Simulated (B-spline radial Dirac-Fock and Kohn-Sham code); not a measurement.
Calculated with a B-spline atomic structure program, using multi-electron Dirac-Fock with separately optimised hole states, Breit and Lamb-shift corrections added in first order. Free neutral atoms.

Question: Order these X-ray lines by photon energy, lowest first.
A. Cr Lβ6
B. K Lβ3
C. Sc Lγ5
D. La Mζ2
E. Cs Mζ1
F. Ti Lη

Answer: B (362.4 eV), F (397.3 eV), C (409.5 eV), E (555.1 eV), A (575.8 eV), D (628.9 eV).
